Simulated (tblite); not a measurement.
Compound: C7H12.
Z-matrix (Å and degrees, GFN2-xTB geometry), rows numbered from 1:
```
C 
C   1  1.3335
C   2  1.4548  1  119.99
C   3  1.3312  2  126.98  1  -178.44
C   4  1.4909  3  124.00  2   179.80
C   2  1.5054  1  120.48  3   178.42
C   6  1.5295  2  110.99  1   -99.46
H   1  1.0769  2  121.85  3   179.84
H   1  1.0772  2  122.01  3    -0.02
H   3  1.0839  2  114.56  1     1.12
H   4  1.0812  3  121.11  2    -0.10
H   5  1.0906  4  110.28  3   120.08
H   5  1.0874  4  111.21  3    -0.70
H   5  1.0904  4  110.26  3  -121.55
H   6  1.0915  2  110.21  1   138.80
H   6  1.0916  2  109.13  1    20.62
H   7  1.0872  6  110.77  2   -59.81
H   7  1.0878  6  110.05  2    59.78
H   7  1.0880  6  110.40  2   179.67
```

Calculated harmonic vibrations of the isolated species, GFN2-xTB (tblite), most abundant isotopes, no scaling. Against measured fundamentals such values can be off by several per cent, at times by over 20. One conformer, not necessarily the lowest.

Harmonic wavenumbers (cm⁻¹): 74.0, 109.0, 158.3, 174.3, 186.1, 218.6, 263.2, 366.2, 437.6, 530.1, 588.1, 682.9, 774.0, 829.4, 833.7, 882.3, 941.4, 1001.8, 1002.5, 1032.4, 1045.2, 1081.4, 1086.3, 1127.9, 1234.4, 1267.8, 1304.1, 1306.1, 1331.5, 1403.2, 1408.7, 1421.9, 1477.6, 1485.6, 1495.9, 1498.4, 1509.1, 1669.2, 1692.9, 2974.7, 2987.2, 2988.8, 3004.4, 3027.7, 3034.5, 3037.1, 3039.8, 3043.2, 3072.5, 3100.5, 3124.3.

A = 3902, B = 1633, C = 1248 MHz; mass 96.094 u (most abundant isotopes); point group C1, symmetry number 1.

**Question.** Zero-point energy?

**Answer.** Half the sum of the wavenumbers: 36684 cm⁻¹ = 438.84 kJ/mol.

**Question.** Give the ideal-gas entropy at 350 K and 1 bar in the rigid-rotor, harmonic-oscillator model (classical rotation).

**Answer.** Translation 169.13, rotation 119.54, vibration 115.74: S = 404.4 J/(mol K).

**Question.** And Cp and H(350 K) − H(0)?

**Answer.** Cp = 161.51 J/(mol K), of which vibrations give 128.25 (their classical limit is 51 R = 424.0); H(350 K) − H(0) = 33.72 kJ/mol without the zero-point energy, 22.08 from vibrations.

**Question.** Blend soft modes into free rotors: weight 1/[1 + (100 cm⁻¹/ν̃)⁴] for the oscillator and the rest for a rotor with moment μB/(μ + B), μ = h/(8π²ν), B = 10⁻⁴⁴ kg m². What vibrational entropy results?

**Answer.** 110.90 J/(mol K) in place of 115.74, which changes −T·S at 350 K by +1.69 kJ/mol.

**Question.** What must be added to the electronic energy to get the Gibbs energy at 350 K and 1 bar?

**Answer.** ZPE + [H(350 K) − H(0)] − T·S = 438.84 + 33.72 − 141.54 = 331.02 kJ/mol.

Hindered rotation and anharmonicity are outside this model. Other conformers, if any are populated, would add a mixing term that is left out. The structure is chiral; the term R ln 2 for an equal mix with its mirror image is left out.
